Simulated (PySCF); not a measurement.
Exercise with solution: entropy of an ideal gas

borohydride (BH₄), SMILES [BH4-], charge -1.

Coordinates come from a B3LYP-D3(BJ)/def2-TZVPD optimisation.

B3LYP-D3(BJ)/def2-TZVPD run with PySCF gives the harmonic wavenumbers 1082, 1082, 1082, 1192, 1192, 2235, 2235, 2235, 2265 cm⁻¹ and the rotational temperatures 5.8935, 5.8935, 5.8935 K. The molar mass is 14.84 g/mol, the symmetry number 12, the spin multiplicity 1.

Task: Work out the entropy at 298.15 K and 1 atm in the rigid-rotor, harmonic-oscillator model.

Result: 
Translation (Sackur–Tetrode at 1 atm): S = R[1.5 ln M + 2.5 ln T − 1.16487] = 142.4 J/(mol K).
Rotation: q = (√π/σ) T^1.5/√(θA θB θC) = 53.1, S = R[ln q + 3/2] = 45.5 J/(mol K).
Vibration: with u = 1.4388 ν/T, each mode gives R[u/(e^u − 1) − ln(1 − e^−u)]:
```
ν (cm⁻¹)  modes     u  S (J/(mol K))
--------  -----  ----  -------------
1082          3  5.22           0.84
1192          2  5.75           0.36
```
The stiffer modes add less than 0.005 each. Sum 1.2 J/(mol K).
Spin: R ln 1 = 0.0 J/(mol K).
Total 189.1 J/(mol K); the program's own thermochemistry gives 189.1. Translation makes up 75 % and vibration 1 %. Anharmonicity, hindered rotation and orbital degeneracy are left out.
